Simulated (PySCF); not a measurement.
C₂H₄BF₂N, SMILES NB(F)/C=C\F.

Geometry optimised at PBE-D3(BJ)/def2-SVP. The structure was generated by enumeration; whether it is a known compound was not checked. The values are those of a single conformer.

Two levels are set side by side: TDDFT-PBE/def2-SVPD (PySCF) and TDDFT-B3LYP/def2-SVPD (PySCF). Vertical, same geometry. The lowest singlet is HOMO→LUMO 68 %, HOMO−1→LUMO 29 % with PBE and HOMO→LUMO 87 % with the other functional; states are paired by order. Differences are taken from unrounded values.

| quantity | TDDFT-B3LYP |
|---|---|
| lowest singlet excitation (eV) | 6.07 |
| lowest triplet excitation (TDA) (eV) | 3.91 |
| first bright state (f over 0.05) (eV) | 6.07 |
| its oscillator strength | 0.19 |

**Question.** What does TDDFT-PBE give, and how far is it from TDDFT-B3LYP? (Estimate from the structure and the level; the computed values follow.)

**Answer.** 
| quantity | TDDFT-PBE | TDDFT-PBE minus TDDFT-B3LYP |
|---|---|---|
| lowest singlet excitation (eV) | 5.50 | -0.57 |
| lowest triplet excitation (TDA) (eV) | 3.90 | -0.02 |
| first bright state (f over 0.05) (eV) | 5.50 | -0.57 |
| its oscillator strength | 0.11 | -0.09 |

Functionals without exact exchange tend to place singlet excitations lower, as here. Differences between two approximate levels are no errors against the true value.

Rough cost on one machine, each run with all the roots and properties that it gave: TDDFT-B3LYP against TDDFT-PBE about 4 times.
